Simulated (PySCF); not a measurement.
# How the method changes the shape and vibrations of B2H3NO

Calculated results; nothing here was measured. The program is PySCF 2.14.0, an open-source quantum chemistry code, run on an isolated molecule that a program drew, which may never have been made. The molecule is B2H3NO (charge 0, singlet), drawn as the SMILES string `NBB=O`.

The geometry was optimised and harmonic frequencies were computed with HF and MP2, all in the cc-pVDZ basis, for the commonest isotopes, with a restricted reference for singlets and an unrestricted one otherwise, and a frozen core in MP2. Each result is a local minimum of its method.

Geometry at the HF minimum:
```xyz
7
B2H3NO, angstrom
N     0.1132   -0.3780   -1.0424
B    -1.2307   -0.0573   -1.0322
B    -1.7533    1.4749   -1.5777
O    -2.1127    2.5426   -1.9584
H     0.4536   -1.2643   -0.7300
H     0.8342    0.2388   -1.3553
H    -2.0251   -0.8617   -0.6378
```

Lengths of the bonds as drawn, in Å (atoms numbered as above):
```
 bond     HF    MP2
N1-B2  1.382  1.393
B2-B3  1.708  1.698
B3-O4  1.189  1.223
N1-H5  0.999  1.015
N1-H6  0.999  1.014
B2-H7  1.197  1.205
```

Rotational constants, in GHz:
| constant | HF | MP2 |
|---|---|---|
| A | 43.87 | 42.81 |
| B | 3.754 | 3.713 |
| C | 3.458 | 3.417 |

Harmonic frequencies in cm^-1, each column in rising order, so a row needn't be the same motion in every method:
| rank | HF | MP2 |
|---|---|---|
| 1 | 192 | 178 |
| 2 | 326 | 300 |
| 3 | 530 | 494 |
| 4 | 655 | 637 |
| 5 | 691 | 664 |
| 6 | 706 | 689 |
| 7 | 980 | 928 |
| 8 | 986 | 945 |
| 9 | 1224 | ? |
| 10 | 1435 | 1384 |
| 11 | 1767 | 1638 |
| 12 | 2144 | 1939 |
| 13 | 2725 | 2677 |
| 14 | 3810 | 3621 |
| 15 | 3912 | 3737 |

**Estimate the missing MP2 frequency from the HF column.**

A single factor s that minimises the squared misfit of MP2 against s times HF over the other rows is sum(HF x MP2) / sum(HF^2) = 0.9520, with an rms misfit of 38 cm^-1. For rank 9 it gives 0.9520 x 1224 = 1165 cm^-1. The calculation gives 1160 cm^-1, 5 cm^-1 below the estimate. The drawn bonds are on average 1.1 % longer in MP2 than in HF.
